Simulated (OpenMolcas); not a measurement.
Mn3+ among 4 point charges of -1.25 e arranged as a tetrahedron (Td), 1.91 Å from the ion.
```
   1.1027    1.1027    1.1027  -1.25
   1.1027   -1.1027   -1.1027  -1.25
  -1.1027    1.1027   -1.1027  -1.25
  -1.1027   -1.1027    1.1027  -1.25
```

```yaml
Program: OpenMolcas 26.06
Method: CASSCF
Basis: ANO-RCC-VDZP [5s4p2d1f]
Scalar_Hamiltonian: DKH2, point nucleus
Active_space: 4 electrons in 5 orbitals (3d)
State_averaging: 2S+1 = 5 even, 5 roots; 2S+1 = 3 even, 45 roots; 2S+1 = 1 even, 50 roots
Spin-orbit_coupling: RASSI with atomic mean-field integrals over the reference wave functions
```

Task: What is the spin-free ground state (labels of Td)?

Result: 5T2, 3-fold in its orbital part, 100 % from free-ion D terms; it has the highest spin that d4 allows.

Task: Where is the first state of the same spin?

Result: 5E at 1150 cm-1 above the ground state.

Task: What are the lowest two levels with spin-orbit coupling?

Result: A 1-fold level A1, then a 3-fold level T1 70.0 cm-1 above it. Their leading multiplicities are 5 (100 %) and 5 (100 %).

Task: What is χT at 300 K, and how does it compare with the textbook value?

Result: The lowest level has 2S+1 = 5, for which the spin-only value is χT = S(S+1) / 2 = 3.000 cm3 K/mol (g = 2). The computed 2.031 at 300 K differs by -0.969, through orbital momentum, spin-orbit coupling and any other state in reach. With a threefold ground state the orbital momentum is unquenched, so the spin-only value is not expected to hold.

An orbital triplet at a regular site is open to Jahn-Teller coupling, which can distort the site and quench the lowest spin-orbit gaps and is left out. Without dynamic correlation the repulsion within the d shell is too large (B by tens of per cent), so at a given field states of lower spin stand too high. The ground term spreads over less than 5000 cm-1, several times less than with real ligands, so orbital moments are less quenched and χT lies further from the spin-only value than at real sites. Point charges carry no covalency, so the field is a model and not that of real ligands. No measured value stands beside these numbers.
